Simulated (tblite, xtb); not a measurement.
technetium atom (Tc), sextet (GFN-xTB shapes and energies of metal compounds can be far from the true ones). Base run: xtb 6.7.1 with GFN1-xTB.

The xtb input:
```
$ xtb mol.xyz --gfn 1 --uhf 5 --json

# file mol.xyz
1

Tc     0.00000000     0.00000000     0.00000000
```

Programs used: tblite, xtb; a row that names a program was run with it.

The base run was repeated with changes; each row names its change, and settings that it needs were set with it.

```json
[
 {"change": "base", "ΔE vs base (kcal/mol)": "0.000", "G_solv (kcal/mol)": "-", "SCF cycles": "39"},
 {"change": "alpb = ch2cl2", "ΔE vs base (kcal/mol)": "-3.07", "G_solv (kcal/mol)": "-3.07", "SCF cycles": "36"},
 {"change": "alpb = toluene", "ΔE vs base (kcal/mol)": "-3.78", "G_solv (kcal/mol)": "-3.78", "SCF cycles": "34"},
 {"change": "acc = 0.1", "ΔE vs base (kcal/mol)": "0.000", "G_solv (kcal/mol)": "-", "SCF cycles": "48"},
 {"change": "alpb = thf", "ΔE vs base (kcal/mol)": "-8.71", "G_solv (kcal/mol)": "-8.71", "SCF cycles": "38"},
 {"change": "alpb = chcl3", "ΔE vs base (kcal/mol)": "-4.33", "G_solv (kcal/mol)": "-4.33", "SCF cycles": "39"},
 {"change": "acc = 30", "ΔE vs base (kcal/mol)": "0.000", "G_solv (kcal/mol)": "-", "SCF cycles": "25"},
 {"change": "program = tblite; method = gfn1; option = (--efield, 0,0,0.1)", "ΔE vs base (kcal/mol)": "-1.18", "G_solv (kcal/mol)": "-", "SCF cycles": "-"},
 {"change": "etemp = 5000", "ΔE vs base (kcal/mol)": "-44.12", "G_solv (kcal/mol)": "-", "SCF cycles": "22"}
]
```

ALPB and GBSA are two models with their own fitted parameters for each solvent, which aren't always the measured dielectric constant.
